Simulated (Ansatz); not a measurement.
Program: Ansatz. Geometries: PBE0-D4/def2-TZVP. ΔE: electronic, gas phase. CCSD(T)/CBS is the MP2 limit (def2-TZVPP, def2-QZVPP) plus CCSD(T) − MP2 in def2-TZVPP, frozen cores. This one scheme is used for every species. Functionals use def2-TZVPP. B3LYP here is the variant with VWN-RPA as its local correlation; programs differ in this. def2 core potentials past Kr. For Br, In outer-core shells are correlated without core-valence functions, which leaves a few kJ/mol of doubt a bond. Scalar relativity is left out up to krypton. Each species was taken in one conformer, which may not be the lowest.

Consider the ligand exchange at the In–S bond: `[F][In]([SH])[Br]` + HBr → `[F][In]([Br])[Br]` + H₂S.

(1) Is it downhill or uphill in electronic energy at CCSD(T)/CBS, and by how much? (Best estimate.)

(2) What do these levels give: B3LYP-D4, CAM-B3LYP-D4, PBE, MP2/def2-SVP, HF/def2-TZVPP, CCSD/CBS(def2)? (Estimate.)

(3) What do rigid-rotor, harmonic-oscillator terms from PBE0-D4/def2-TZVP frequencies (298.15 K, 1 bar) make of the CCSD(T)/CBS value? (An estimate is asked.)

Largest T1 diagnostic among the species: 0.013.

Results:

(1) The calculation gave: Downhill: ΔE = -35.9 kJ/mol.

(2) Computed: B3LYP-D4 -35.0, CAM-B3LYP-D4 -35.9, PBE -30.3, MP2/def2-SVP -38.5, HF/def2-TZVPP -50.4, CCSD/CBS(def2) -38.2 kJ/mol.

(3) The calculation gave: ΔZPE = +1.5 kJ/mol, ΔH = -34.4 kJ/mol, ΔS = 2 J/(mol·K), ΔG = -35.1 kJ/mol.

Leaving LDA and LC-ωPBE aside and taking each functional with its dispersion term where it has one, the values, not all of them listed here, spread over 10.8 kJ/mol, from BHLYP-D4 to PBE-D4. LDA lies +5.1 kJ/mol from PBE without D4. From BLYP to BHLYP (50 % exact exchange), in def2-TZVPP and without D4, ΔE moves by −7.7 kJ/mol.
